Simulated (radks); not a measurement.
All-electron atom: Ni in [Ar] 3d8 4s2 (the NIST ground configuration).

Method: scalar-relativistic Kohn-Sham, PBEsol, spin-polarised, spherical densities, finite nucleus; open shells are filled with parallel spins first; Fermi nuclear charge, rms radius 3.7757 fm; computed with a radial shooting solver on a logarithmic mesh with Libxc functionals.

Energy parts (Ry):
part                       energy
total                 -3038.53224
kinetic                3080.37546
electron-nucleus      -7295.84829
Hartree                1300.82795
exchange-correlation   -123.88737

Orbitals (lengths in bohr, moments of r in powers of bohr; <r^-3> diverges for s and p1/2):
orbital  occ.  eigenvalue (Ry)  <r^-3>
1s up       1        -602.9940       -
1s down     1        -602.9936       -
2s up       1        -72.12264       -
2s down     1        -72.03870       -
2p up       3        -62.06647   623.0
2p down     3        -62.00295   624.0
3s up       1         -8.21532       -
3s down     1         -8.05069       -
3p up       3         -5.30917   79.79
3p down     3         -5.14787   79.14
3d up       5         -0.71956   7.064
3d down     3         -0.57493   6.812
4s up       1         -0.42846       -
4s down     1         -0.40297       -

The highest occupied level is 4s down at -5.483 eV. The density falls to 0.001 e/bohr^3 at r = 4.31 bohr. Spin moment in Bohr magnetons: 2. Summed over all electrons, <r^2> = 35.48 bohr^2, which gives a Langevin (diamagnetic) susceptibility term of -28.1 x 10^-6 cm^3/mol. The electron density at the nucleus is 1.975e+04 e/bohr^3 (large components only).
